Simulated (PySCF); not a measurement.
These are PBE0-D3(BJ)/def2-TZVP (PySCF) values and carry that method's errors. All species are isolated molecules in the gas phase. 

Reference species (SMILES): `[I][Al][I]` (neutral, multiplicity 2).

```yaml
dipole_moment: 1.05 D
```

Changed species: `[I]` (radical fragment; the reference has radical fragment).

**Question.** Predict the effect on the dipole moment.

**Answer.** the dipole moment falls by 1.05 D, to 0.00 D.
